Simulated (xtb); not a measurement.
C2H5S (SMILES CC[S]), doublet, geometry from GFN2-xTB; GFN2-xTB in xtb 6.7.1.

The xtb input:
```
$ xtb mol.xyz --gfn 2 --uhf 1 --acc 0.0001 --json

# file mol.xyz
8

C      1.48255365     0.65932309    -0.01655837
C     -0.03154429     0.78395239     0.00248490
S     -0.84471660    -0.82371473     0.00823708
H     -0.37104627     1.31200621     0.89543533
H     -0.39297317     1.31674827    -0.87896880
H      1.93395512     1.64948226    -0.01949031
H      1.83064329     0.11841436     0.86042594
H      1.80883038     0.12313177    -0.90475459
```

What the program printed (banner, timings and long lists left out):

```
   ID    Z sym.   atoms
    1    6 C      1, 2
    2   16 S      3
    3    1 H      4-8

           -------------------------------------------------
          |                Calculation Setup                |
           -------------------------------------------------

           -------------------------------------------------
          |                 G F N 2 - x T B                 |
           -------------------------------------------------

          ...................................................
          :                      SETUP                      :
          :.................................................:
          :  # basis functions                  23          :
          :  # atomic orbitals                  22          :
          :  # shells                           12          :
          :  # electrons                        19          :
          :  max. iterations                   250          :
          :  Hamiltonian                  GFN2-xTB          :
          :  restarted?                      false          :
          :  GBSA solvation                  false          :
          :  PC potential                    false          :
          :  electronic temp.          300.0000000     K    :
          :  accuracy                    0.0001000          :
          :  -> integral cutoff          0.6500000E+02      :
          :  -> integral neglect         0.1000000E-11      :
          :  -> SCF convergence          0.1000000E-09 Eh   :
          :  -> wf. convergence          0.1000000E-07 e    :
          :  Broyden damping             0.4000000          :
          :  net charge                          0          :
          :  unpaired electrons                  1          :
          ...................................................

 iter      E             dE          RMSdq      gap      omega  full diag
   1    -10.1209135 -0.101209E+02  0.352E+00    5.87       0.0  T
   2    -10.1304467 -0.953324E-02  0.519E+00    5.48       1.0  T
   3    -10.1385019 -0.805515E-02  0.167E+00    5.54       1.0  T
   4    -10.1388729 -0.371066E-03  0.910E-01    5.58       1.0  T
   5    -10.1392842 -0.411300E-03  0.278E-01    5.53       1.0  T
   6    -10.1392902 -0.599250E-05  0.116E-01    5.54       1.0  T
   7    -10.1392971 -0.687102E-05  0.559E-02    5.53       1.0  T
   8    -10.1392970  0.108779E-06  0.573E-02    5.53       1.0  T
   9    -10.1392980 -0.105969E-05  0.187E-02    5.53       1.9  T
  10    -10.1392981 -0.115651E-06  0.352E-03    5.53      10.0  T
  11    -10.1392982 -0.408882E-08  0.738E-04    5.53      47.9  T
  12    -10.1392982 -0.126429E-09  0.351E-04    5.53     100.8  T
  13    -10.1392982 -0.560938E-10  0.244E-04    5.53     144.7  T
  14    -10.1392982 -0.199378E-10  0.584E-05    5.53     605.3  T
  15    -10.1392982 -0.121325E-11  0.198E-06    5.53   17820.2  T
  16    -10.1392982  0.159872E-13  0.988E-07    5.53   35771.9  T
  17    -10.1392982 -0.710543E-14  0.471E-07    5.53   75007.2  T
  18    -10.1392982  0.532907E-14  0.152E-07    5.53  100000.0  T
  19    -10.1392982 -0.532907E-14  0.367E-09    5.53  100000.0  T
  20    -10.1392982 -0.159872E-13  0.214E-09    5.53  100000.0  T

   *** convergence criteria satisfied after 20 iterations ***

         :::::::::::::::::::::::::::::::::::::::::::::::::::::
         ::                     SUMMARY                     ::
         :::::::::::::::::::::::::::::::::::::::::::::::::::::
         :: total energy             -10.031873179946 Eh    ::
         :: gradient norm              0.000022402667 Eh/a0 ::
         :: HOMO-LUMO gap              5.533890573510 eV    ::
         ::.................................................::
         :: SCC energy               -10.139297625088 Eh    ::
         :: -> isotropic ES            0.003374691348 Eh    ::
         :: -> anisotropic ES          0.001138224384 Eh    ::
         :: -> anisotropic XC          0.005310939088 Eh    ::
[...]
         4        2.0000           -0.5292226             -14.4009
         5        2.0000           -0.5145132             -14.0006
         6        2.0000           -0.4933295             -13.4242
         7        2.0000           -0.4655339             -12.6678
         8        2.0000           -0.4548926             -12.3783
         9        1.5526           -0.3790543             -10.3146
        10        1.4474           -0.3786527             -10.3037 (HOMO)
        11                         -0.1752860              -4.7698 (LUMO)
        12                         -0.0065487              -0.1782
        13                         -0.0022207              -0.0604
        14                          0.0057641               0.1568
        15                          0.0130724               0.3557
        16                          0.1052419               2.8638
        17                          0.1450930               3.9482
        18                          0.1578797               4.2961
        19                          0.1786581               4.8615
        20                          0.2258950               6.1469
        21                          0.2746455               7.4735
        22                          0.3253420               8.8530
      -------------------------------------------------------------
                  HL-Gap            0.2033667 Eh            5.5339 eV
             Fermi-level           -0.3279114 Eh           -8.9229 eV

     #   Z          covCN         q      C6AA      α(0)
     1   6 C        3.785    -0.103    22.474     6.753
     2   6 C        3.795     0.001    20.566     6.458
     3  16 S        1.007    -0.164   146.054    20.440
     4   1 H        0.925     0.058     2.222     2.331
     5   1 H        0.925     0.058     2.222     2.331
     6   1 H        0.925     0.045     2.379     2.412
     7   1 H        0.925     0.052     2.292     2.368
     8   1 H        0.925     0.052     2.292     2.368

 Mol. C6AA /au·bohr⁶  :        831.564915
 Mol. C8AA /au·bohr⁸  :      25690.436478
 Mol. α(0) /au        :         45.460404

Wiberg/Mayer (AO) data.
largest (>0.10) Wiberg bond orders for each atom

 ---------------------------------------------------------------------------
     #   Z sym  total        # sym  WBO       # sym  WBO       # sym  WBO
 ---------------------------------------------------------------------------
     1   6 C    3.977 --     2 C    1.015     7 H    0.986     8 H    0.986
                             6 H    0.979
     2   6 C    3.966 --     3 S    1.032     1 C    1.015     5 H    0.959
                             4 H    0.959
     3  16 S    1.084 --     2 C    1.032
     4   1 H    0.980 --     2 C    0.959
     5   1 H    0.980 --     2 C    0.959
     6   1 H    0.996 --     1 C    0.979
     7   1 H    0.996 --     1 C    0.986
     8   1 H    0.996 --     1 C    0.986
 ---------------------------------------------------------------------------

Topologies differ in total number of bonds
Writing topology from bond orders to xtbtopo.mol

molecular dipole:
                 x           y           z       tot (Debye)
 q only:        0.416       0.583      -0.004
   full:        0.524       0.859      -0.004       2.559
molecular quadrupole (traceless):
                xx          xy          yy          xz          yz          zz
 q only:        0.065      -0.565      -0.040      -0.003       0.007      -0.025
  q+dip:       -0.729      -1.859      -0.662       0.021       0.017       1.391
   full:       -0.525      -1.492      -0.417       0.014       0.015       0.942

           -------------------------------------------------
          | TOTAL ENERGY              -10.031873179946 Eh   |
          | GRADIENT NORM               0.000022402667 Eh/α |
          | HOMO-LUMO GAP               5.533890573510 eV   |
           -------------------------------------------------

normal termination of xtb
```
